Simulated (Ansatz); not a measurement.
Geometry optimisation, RKS PBE0/cc-pVDZ (Ansatz).

Input:

```yaml
crystal:
  periodic: [false, false, false]
  atoms:
    - { symbol: Si, position_ang: [-0.70255, 1.15035, -0.47113] }
    - { symbol: C, position_ang: [-0.03196, -0.35084, 0.11249] }
    - { symbol: C, position_ang: [0.93876, -1.21714, 0.60882] }
    - { symbol: "N", position_ang: [0.44327, -1.72517, -0.43747] }
    - { symbol: H, position_ang: [-1.53709, 1.27436, -1.65107] }
    - { symbol: H, position_ang: [-0.75919, 2.27055, 0.45437] }
    - { symbol: H, position_ang: [1.64876, -1.40211, 1.38399] }
basis:
  gaussian: { orbitals: cc-pVDZ }
hamiltonian:
  xc: pbe0
relax:
  f_tol: 0.02
  max_steps: 40
scf:
  lower_state_search: "off"
```

Command:

```bash
$ ansatz run input.yaml --threads 1 --pin off --max-ram 2048MiB --backend cpu --events-out ev --progress --plain --runs-dir out
```

Question: Where does it end, and by what steps?

Answer: It converged. After 8 steps the energy has fallen by 0.202 eV; Si1 moved furthest, 0.25 Å.

```json
{"step": "0", "energy less start (eV)": "0.0000", "largest force component (eV/Å)": "1.277", "accepted": "yes"}
{"step": "1", "energy less start (eV)": "-0.1194", "largest force component (eV/Å)": "0.728", "accepted": "yes"}
{"step": "2", "energy less start (eV)": "-0.1661", "largest force component (eV/Å)": "1.085", "accepted": "yes"}
{"step": "3", "energy less start (eV)": "0.0561", "largest force component (eV/Å)": "2.893", "accepted": "no"}
{"step": "4", "energy less start (eV)": "-0.1937", "largest force component (eV/Å)": "0.270", "accepted": "yes"}
{"step": "5", "energy less start (eV)": "-0.1966", "largest force component (eV/Å)": "0.178", "accepted": "yes"}
{"step": "6", "energy less start (eV)": "-0.2004", "largest force component (eV/Å)": "0.260", "accepted": "yes"}
{"step": "7", "energy less start (eV)": "-0.2005", "largest force component (eV/Å)": "0.129", "accepted": "yes"}
{"step": "8", "energy less start (eV)": "-0.2019", "largest force component (eV/Å)": "0.015", "accepted": "yes"}
```

```xyz
7
Properties=species:S:1:pos:R:3
Si -0.524 1.264 -0.604
C 0.056 -0.294 -0.033
C 0.911 -1.172 0.642
N 0.411 -1.659 -0.429
H -1.658 1.139 -1.568
H -0.778 2.188 0.542
H 1.583 -1.466 1.448
```

Whether the end is a true minimum wasn't checked by a vibrational analysis.

The run took 44 s on 1 thread of AMD EPYC (Zen 3) (shared host), peak memory 0.14 GiB.
